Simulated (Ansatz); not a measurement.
Cost and result for the atomization energy of BrClH₂OSSi (`O[Si](S)(Cl)Br`) (7 atoms, 6 bonds).

Charge 0, multiplicity 1. Correlated methods include outer-core shells of Br, which these sets cover unevenly. Scalar relativity is left out up to krypton. All single points use the PBE0-D4/def2-TZVP geometry. It is one conformer, not always the lowest. Program: Ansatz. All runs use 4 threads of an AMD EPYC 9R45 on a shared host. Times are those of one run each, without the atoms' runs, and a repeat can differ threefold. Electronic energies, without spin–orbit coupling; frozen cores. CCSD(T)/CBS adds CCSD(T) − MP2 in def2-TZVPP to the MP2 limit, and its time is that of the two runs behind it. T1 = 0.009. With those shells the extrapolation isn't a true limit. B3LYP takes the VWN-RPA correlation (the form of Gaussian; ORCA's B3LYP/G). HSE06 is the plane-wave form, built on full-range PBE exchange.

CCSD(T)/CBS is a level of theory with its own doubt, some kJ/mol a heavy atom from the limit and from the frozen cores, so smaller differences don't rank the functionals.

```json
{"level": "BLYP-D4/def2-TZVPP", "functions": "233", "wall time": "0.95 s", "atomization (kJ/mol)": "2336.0", "difference from CCSD(T)/CBS": "-57.8", "per bond": "-9.6"}
{"level": "PBE0-D4/def2-TZVPP", "functions": "233", "wall time": "1.6 s", "atomization (kJ/mol)": "2367.0", "difference from CCSD(T)/CBS": "-26.8", "per bond": "-4.5"}
{"level": "BHLYP-D4/def2-TZVPP", "functions": "233", "wall time": "1.7 s", "atomization (kJ/mol)": "2268.1", "difference from CCSD(T)/CBS": "-125.7", "per bond": "-20.9"}
{"level": "HSE06-D4/def2-TZVPP", "functions": "233", "wall time": "1.8 s", "atomization (kJ/mol)": "2368.9", "difference from CCSD(T)/CBS": "-24.9", "per bond": "-4.1"}
{"level": "CAM-B3LYP-D4/def2-TZVPP", "functions": "233", "wall time": "1.9 s", "atomization (kJ/mol)": "2346.3", "difference from CCSD(T)/CBS": "-47.5", "per bond": "-7.9"}
{"level": "r2SCAN-D4/def2-TZVPP (with forces)", "functions": "233", "wall time": "1.9 s", "atomization (kJ/mol)": "2396.8", "difference from CCSD(T)/CBS": "3.0", "per bond": "0.5"}
{"level": "CCSD(T)/def2-SVP", "functions": "110", "wall time": "2.2 s", "atomization (kJ/mol)": "2128.9", "difference from CCSD(T)/CBS": "-264.9", "per bond": "-44.1"}
{"level": "B3LYP-D4/def2-TZVPP (with forces)", "functions": "233", "wall time": "2.4 s", "atomization (kJ/mol)": "2337.8", "difference from CCSD(T)/CBS": "-56.0", "per bond": "-9.3"}
{"level": "PBE-QIDH/def2-TZVPP", "functions": "233", "wall time": "2.4 s", "atomization (kJ/mol)": "2360.3", "difference from CCSD(T)/CBS": "-33.5", "per bond": "-5.6"}
{"level": "ωB97M-V/def2-TZVPP (with forces)", "functions": "233", "wall time": "4.7 s", "atomization (kJ/mol)": "2389.6", "difference from CCSD(T)/CBS": "-4.2", "per bond": "-0.7"}
{"level": "MP2/def2-QZVPP", "functions": "416", "wall time": "7.5 s", "atomization (kJ/mol)": "2444.4", "difference from CCSD(T)/CBS": "50.6", "per bond": "8.4"}
{"level": "CCSD(T)/def2-TZVPP", "functions": "233", "wall time": "49 s", "atomization (kJ/mol)": "2293.4", "difference from CCSD(T)/CBS": "-100.4", "per bond": "-16.7"}
{"level": "CCSD(T)/CBS(def2)", "functions": "–", "wall time": "57 s", "atomization (kJ/mol)": "2393.8", "difference from CCSD(T)/CBS": "0.0", "per bond": "0.0"}
```

In def2-TZVPP, CCSD(T) changes the Hartree–Fock value by +631.7 kJ/mol (the triples alone add +51.4 kJ/mol) and MP2 by +723.8 kJ/mol; breaking electron pairs costs correlation energy, which Hartree–Fock lacks. From BLYP to BHLYP (50 % exact exchange), in def2-TZVPP and without D4, the atomization energy moves by −48.5 kJ/mol: exact exchange takes away binding that semilocal exchange gives to molecules. Leaving LDA and LC-ωPBE aside and taking each functional with its dispersion term where it has one, the values, not all of them listed here, spread over 145.8 kJ/mol, from BHLYP-D4 to PBE-D4. LDA lies +365.0 kJ/mol from PBE without D4, its usual overbinding.
